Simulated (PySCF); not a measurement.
Si(H)(Cl)2(NH2) (Cl2H3NSi), SMILES N[SiH](Cl)Cl. Atoms are numbered in the order given.

```xyz
7

Si     0.4827     0.3224     0.0517
N      0.0094     1.9564    -0.2002
Cl    -0.4285    -0.6317     1.6707
Cl    -0.0519    -0.7388    -1.6444
H      1.9542     0.2663     0.2837
H      0.3337     2.6670     0.4618
H     -0.9438     2.1565    -0.5151
```

Coordinates come from a PBE-D3(BJ)/def2-SVP optimisation. The values are those of a single conformer.

Computed with PySCF with B3LYP/def2-TZVPD.

Mulliken values depend strongly on the basis, most of all with diffuse functions as here. Atomic charges (e):

```
atom  Mulliken    IAO
----  --------  -----
Si1       0.64   1.09
N2       -0.42  -0.85
Cl3      -0.29  -0.34
Cl4      -0.27  -0.32
H5       -0.09  -0.14
H6        0.21   0.28
H7        0.22   0.28
```
